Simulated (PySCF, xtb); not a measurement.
Al(Me)(F)2 anion (CH3AlF2), SMILES [CH3][Al]([F])[F] (connectivity only; charge and spin as stated), charge -1, multiplicity 2.

Harmonic wavenumbers (cm⁻¹) from GFN2-xTB in xtb at its own minimum, in rising order: 71, 96, 99, 163, 378, 385, 450, 532, 578, 1281, 1522, 1527, 2860, 2877, 2887.

### Question
What does r2SCAN-D4/def2-SVPD (PySCF) give at its own minimum? (Estimate from the structure and the level; the computed values follow.)

### Answer
109, 159, 206, 250, 537, 609, 613, 671, 725, 1132, 1405, 1413, 2966, 3061, 3084. Paired by order, the mean absolute difference is 133 cm⁻¹ and the zero-point energies are 22.5 and 24.2 kcal/mol.
